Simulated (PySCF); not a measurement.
C2H12N2Si2, SMILES C[Si@H](CN)N[SiH3].

Coordinates come from a PBE-D3(BJ)/def2-SVP optimisation. The structure was generated by enumeration; whether it is a known compound was not checked. Other conformers were not sampled.

Computed with PBE-D3(BJ)/def2-SVP (PySCF).

Frequencies are harmonic and unscaled.

| mode | ν (cm⁻¹) | IR (km/mol) | moving atoms (share of kinetic energy) |
|---|---|---|---|
| 1 | 37 | 1.1 | Si 31 %, N 28 %, H 27 %, C 15 % |
| 2 | 68 | 1.9 | H 94 % |
| 3 | 104 | 0.3 | N 34 %, H 31 %, C 23 %, Si 13 % |
| 4 | 125 | 1.8 | H 39 %, C 30 %, Si 20 %, N 11 % |
| 5 | 147 | 0.7 | H 39 %, N 32 %, Si 15 %, C 14 % |
| 6 | 155 | 0.6 | H 86 % |
| 7 | 213 | 20.7 | H 39 %, N 38 %, C 18 % |
| 8 | 265 | 27.9 | H 56 %, Si 20 %, N 19 % |
| 9 | 296 | 46.9 | H 49 %, Si 21 %, N 17 %, C 13 % |
| 10 | 338 | 8.0 | H 56 %, N 16 %, C 16 %, Si 12 % |
| 11 | 350 | 18.4 | H 64 %, N 17 %, Si 12 % |
| 12 | 560 | 2.0 | H 34 %, Si 28 %, N 19 %, C 19 % |
| 13 | 614 | 10.6 | H 66 %, C 16 %, Si 14 % |
| 14 | 644 | 0.6 | H 58 %, C 32 %, Si 9 % |
| 15 | 670 | 3.1 | H 80 %, Si 10 % |
| 16 | 681 | 47.0 | H 83 %, Si 9 % |
| 17 | 695 | 42.9 | H 37 %, C 31 %, Si 30 % |
| 18 | 749 | 22.0 | H 70 %, C 19 % |
| 19 | 780 | 158.9 | H 63 %, N 17 %, C 11 %, Si 10 % |
| 20 | 827 | 124.6 | H 57 %, N 17 %, Si 15 %, C 11 % |
| 21 | 854 | 85.5 | H 78 %, C 11 %, Si 9 % |
| 22 | 877 | 234.4 | H 71 %, Si 12 %, C 10 % |
| 23 | 894 | 80.3 | H 91 % |
| 24 | 906 | 154.1 | N 42 %, H 38 %, Si 19 % |
| 25 | 925 | 74.9 | H 94 % |
| 26 | 967 | 96.6 | H 89 % |
| 27 | 1061 | 8.8 | H 80 %, N 15 % |
| 28 | 1082 | 1.7 | H 43 %, C 37 %, N 20 % |
| 29 | 1136 | 121.4 | H 68 %, N 29 % |
| 30 | 1209 | 11.1 | H 77 %, C 15 % |
| 31 | 1215 | 27.6 | H 78 %, C 22 % |
| 32 | 1290 | 2.7 | H 69 %, C 23 % |
| 33 | 1381 | 3.2 | H 96 % |
| 34 | 1383 | 1.9 | H 96 % |
| 35 | 1415 | 8.5 | H 92 % |
| 36 | 1576 | 14.3 | H 93 % |
| 37 | 2129 | 152.7 | H 96 % |
| 38 | 2141 | 145.9 | H 98 % |
| 39 | 2161 | 120.6 | H 97 % |
| 40 | 2167 | 86.5 | H 97 % |
| 41 | 2836 | 70.9 | H 93 % |
| 42 | 2970 | 17.2 | H 93 % |
| 43 | 2972 | 6.5 | H 97 % |
| 44 | 3068 | 6.0 | H 91 %, C 9 % |
| 45 | 3077 | 3.7 | H 91 %, C 9 % |
| 46 | 3395 | 8.1 | H 96 % |
| 47 | 3477 | 1.7 | H 92 %, N 8 % |
| 48 | 3520 | 37.5 | H 93 % |
